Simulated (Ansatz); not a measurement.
Breaking a bond: GeAl (cation, charge +1), lowest triplet found (which spin is the ground state isn't settled by this scan).

Levels of theory: UCCSD(T) = CCSD(T) on UHF/aug-cc-pVDZ, cores with 3d frozen (Ansatz, a program for electronic structure); UHF/aug-cc-pVDZ (Ansatz); ROHF/aug-cc-pVDZ (Ansatz).

Energies are in kcal/mol, each relative to the lowest point of its own curve between 2.51 and 3.53 Å, where full CI is lowest.

```csv
R / Å,UCCSD(T),UHF,ROHF
2.51,6.6,8.7,9.6
2.59,3.9,5.7,6.7
2.71,1.4,2.7,3.5
2.89,0.0,0.5,0.9
3.04,0.1,0.0,0.0
3.28,1.4,0.6,0.0
3.53,3.5,2.1,0.9
3.85,6.3,4.3,2.7
4.22,9.3,6.7,4.8
4.77,12.7,9.4,7.5
5.29,14.8,11.1,9.2
5.97,16.4,12.4,10.5
6.95,17.4,13.4,11.5
8.17,17.9,13.9,12.0
```

At the longest distance, 8.17 Å, UCCSD(T) lies highest above its minimum (17.9 kcal/mol) and ROHF lowest (12.0 kcal/mol).

The scan ran from 1.72 to 8.17 Å; beyond the distances shown full CI changes its symmetry label.
